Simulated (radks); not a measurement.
Numerical settings for the nitrogen ion N2+, [He] 2s2 2p1. Calculated with a radial shooting solver on a logarithmic mesh with Libxc functionals: scalar-relativistic Kohn-Sham, r2SCAN, spin-polarised, spherical densities, finite nucleus; open shells are filled with parallel spins first; meta-GGA in the generalised Kohn-Sham scheme; Fermi nuclear charge, rms radius 2.5582 fm. The defaults (mesh step 0.008 in ln r, mesh end at 40 bohr or more with all orbitals vanishing there, Anderson mixing 0.5 over 9 steps, residual threshold near 1e-9 with the energy settled to 1e-9 hartree or 1e-11 of itself, here a cap of 86 iterations) give E = -52.931 hartree and 2p at -38.584 eV in 16 iterations. Run on one thread of a shared host, so times are rough (Arm Neoverse N1): 0.13 s of CPU time, 0.13 s wall, 16 iterations on 2189 mesh points. Changes against that run (0 stands for a change within the tolerance of the run):

| setting | iterations | converged | E (mhartree) | e(2p) (meV) | CPU (s) |
|---|---|---|---|---|---|
| mesh step in ln r 0.03 | 10 | yes | +0.00221 | -0.00498 | 0.03 |
| mesh step in ln r 0.05 | 11 | yes | +0.0655 | -0.0122 | 0.03 |
| mesh step in ln r 0.08 | 41 | yes | +0.856 | -2.98 | 0.08 |
| mesh end (bohr) 8 | 16 | yes | 0 | 0 | 0.12 |
| mesh end (bohr) 2 | 16 | yes | +812 | +1.26e+04 | 0.11 |
| residual threshold 1e-05 | 11 | yes | 0 | +0.0155 | 0.09 |
| residual threshold 1e-13 | 86 | no | 0 | -0.00347 | 0.54 |
| mixing 2.5 | 86 | no | 0 | -0.0031 | 0.62 |
| linear mixing, mixing 0.8 | 22 | no | diverged | - | 0.22 |
| linear mixing, mixing 1 | 64 | no | diverged | - | 0.51 |
| mixing history 2 | 86 | no | -0.0022 | -49.9 | 0.56 |
| iteration cap 2 | 2 | no | +54 | -1.42e+04 | 0.02 |

Settings that end as converged yet miss the energy by more than 1 mhartree: mesh end (bohr) 2 (+0.812 hartree). A mesh that ends early acts as a hard wall.
